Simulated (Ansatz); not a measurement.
Question: Name a neutral molecule of Al, C, O, Sn and H with size of the dipole moment (B3LYP/def2-TZVPP) between 1.50 and 1.80 D and HOMO–LUMO gap (PBE0/def2-TZVPP) between 5.00 and 5.30 eV (Ansatz, PBE0-D4/def2-TZVP geometry).

Answer: `C=[C](O)[SnH2][AlH2]` (1.56 D, 5.23 eV). Other molecules can fit too; these were computed, each in one conformer that needn't be the lowest.

B3LYP here is the variant with VWN-RPA as its local correlation; programs differ in this.
